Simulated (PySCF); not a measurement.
Computed with PBE in PySCF with Cr def2-TZVP, O def2-TZVP; no relativity; density-fitted integrals. Open shells, if any, are unrestricted.

Task: What shape and geometry does isolated singlet CrO₂²⁺ take (every ligand bound to Cr)?

Result: Formally Cr is in oxidation state +6, d0. A d0 centre has no lone pair, yet it is C2v rather than linear: covalent bonding through the d orbitals favours lower symmetry. The polar-tensor charge on Cr, 1.86, is far below the formal one. The lowest minimum found is a singlet of C2v symmetry with Cr–O 1.526 Å (×2); O–Cr–O 104.4°. Its harmonic wavenumbers are 500 (a1), 1076 (b2), 1105 (a1) cm⁻¹ and its dipole moment is 3.20 D about the centre of mass.

Only a few start shapes were tried, so a lower isomer may exist.
